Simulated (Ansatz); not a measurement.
Species: CH$_{4}$BS, charge 0, doublet. CH4BS (SMILES BS[CH2], doublet).
B3LYP-D3(BJ)/def2-TZVP minimum from Ansatz (an electronic-structure program):
```
S
C 1 1.7059
H 2 1.0789 1 117.87
H 2 1.0794 3 121.00 1 -180.00
B 1 1.7733 2 107.16 3 -180.00
H 5 1.1860 1 115.40 2 180.00
H 5 1.1872 6 123.91 1 180.00
```
Charge 0, spin multiplicity 2.

Atomisation energy term by term, kcal/mol (programs: Ansatz). Open shells are spin-unrestricted; no spin-orbit coupling. Correlated methods leave the cores frozen. Rows without X2C or -DK are non-relativistic. CBS(X,Y): correlation extrapolated as X^-3, Hartree-Fock from the larger set. A bracket is a step between two methods taken in the basis named. 'core' is core correlation in cc-pwCVTZ (1s frozen past Ne), 'X2C' scalar relativity in cc-pVTZ-DK, both at CCSD(T). Where a partner has so few electrons that a lower coupled-cluster level is exact, that level stands in.

```
term                                       basis  kcal/mol
------------------  ----------------------------  --------
Hartree-Fock                         cc-pV(Q+d)Z    432.51
CCSD correlation    CBS(cc-pV(T+d)Z,cc-pV(Q+d)Z)    123.25
(T)                 CBS(cc-pV(T+d)Z,cc-pV(Q+d)Z)      8.70
CCSDT(Q) - CCSD(T)                   cc-pV(D+d)Z      0.68
core correlation                       cc-pwCVTZ      2.63
scalar relativity                X2C, cc-pVTZ-DK     -0.65
sum: De                                              567.1
```
